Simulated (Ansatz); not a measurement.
`[CH3][In]([Cl])[C]#N` + `C[SiH](N)N` → `C[SiH](N)NC#N` + `[CH3][InH][Cl]`  (substitution at a C–In bond)

Calculated with Ansatz (gas phase, PBE0-D4/def2-TZVP geometries, no zero-point term in ΔE). CCSD(T)/CBS is the MP2 limit (def2-TZVPP, def2-QZVPP) plus CCSD(T) − MP2 in def2-TZVPP, frozen cores. DFT in def2-TZVPP. def2 core potentials past Kr. For In outer-core shells are correlated without core-valence functions, which leaves a few kJ/mol of doubt a bond. Each species was taken in one conformer, which may not be the lowest.

(1) Is it downhill or uphill in electronic energy at CCSD(T)/CBS, and by how much? (Estimate.)

(2) What do these levels give: B2PLYP, HF/def2-TZVPP, MP2/def2-TZVPP, CCSD(T)/def2-TZVPP, MP2/def2-QZVPP, CCSD/CBS(def2)? (An estimate is asked.)

Largest T1 diagnostic among the species: 0.013.

## Answers

(1) The calculation gave: Uphill: ΔE = +0.76 eV.

(2) Computed: B2PLYP 0.65, HF/def2-TZVPP 0.70, MP2/def2-TZVPP 0.77, CCSD(T)/def2-TZVPP 0.75, MP2/def2-QZVPP 0.77, CCSD/CBS(def2) 0.75 eV.

The D4 term adds −0.03 eV with B3LYP and −0.02 eV with PBE0; it sums over pairs of atoms, weighted by their polarisabilities, and B3LYP, whose exchange is more repulsive, gets the larger term. From PBE to PBE0 (25 % exact exchange), in def2-TZVPP and without D4, ΔE moves by +0.04 eV. In def2-TZVPP, CCSD(T) changes the Hartree–Fock value by +0.05 eV (the triples alone add +0.00 eV) and MP2 by +0.07 eV.

B3LYP here is the variant with VWN-RPA as its local correlation; programs differ in this.
